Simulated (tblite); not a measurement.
Species: C8H9Cl.
Numbering: `[CH2:1]=[CH:2]/[CH:3]=[CH:4]/[CH:5]=[CH:6]/[CH:7]=[CH:8]/[Cl:9]` (hydrogens: H10, H11 on C1; H12 on C2; H13 on C3; H14 on C4; H15 on C5; H16 on C6; H17 on C7; H18 on C8)

Structure optimised with GFN2-xTB, isolated species.

Q: List the bond lengths, angles and torsions at this level.

A: 
```csv
bond,length (Å)
C1=C2,1.333
C2–C3,1.436
C3=C4,1.348
C4–C5,1.427
C5=C6,1.349
C6–C7,1.432
C7=C8,1.336
C8–Cl9,1.715
C1–H10,1.078
C1–H11,1.076
C2–H12,1.083
C3–H13,1.083
C4–H14,1.083
C5–H15,1.083
C6–H16,1.082
C7–H17,1.081
C8–H18,1.079
```

A selection of angles:
```csv
angle,degrees
C2–C1–H10,121.5
C2–C1–H11,122.0
H10–C1–H11,116.5
C1–C2–C3,123.7
C1–C2–H12,119.9
C3–C2–H12,116.4
C2–C3–C4,123.8
C2–C3–H13,116.6
C4–C3–H13,119.6
C3–C4–C5,123.8
C3–C4–H14,119.4
C5–C4–H14,116.8
C4–C5–C6,123.8
C4–C5–H15,116.8
C6–C5–H15,119.3
C5–C6–C7,123.5
C5–C6–H16,119.6
C7–C6–H16,116.9
C6–C7–C8,122.9
C6–C7–H17,117.3
C8–C7–H17,119.8
C7–C8–Cl9,122.8
C7–C8–H18,123.4
Cl9–C8–H18,113.8
```

Dihedral angles: C1–C2–C3–C4 180° (antiperiplanar); C2–C3–C4–C5 180° (antiperiplanar); C3–C4–C5–C6 180° (antiperiplanar); C4–C5–C6–C7 180° (antiperiplanar); C5–C6–C7–C8 180° (antiperiplanar); C6–C7–C8–Cl9 180° (antiperiplanar).

The 7 C–C bonds span 1.333 Å (C1=C2, drawn double) to 1.436 Å (C2–C3, drawn single), a spread of 0.103 Å. Of the pairs four or more bonds apart, H12···H14 is among the closest relative to their van der Waals radii: 2.45 Å, 102 % of the sum of Bondi's values. The 9 heavy atoms lie in one plane (0.000 Å rms).

Point group: Cs (tolerance 0.08 Å). Its GFN2-xTB frequencies are all real (lowest 43 cm⁻¹). The numbers are those of one conformer.

Hardware: one thread of an Intel Xeon at 2.60 GHz, no GPU (shared host). Cost: 0.63 s. These figures are those of the optimisation.

These are computed values.
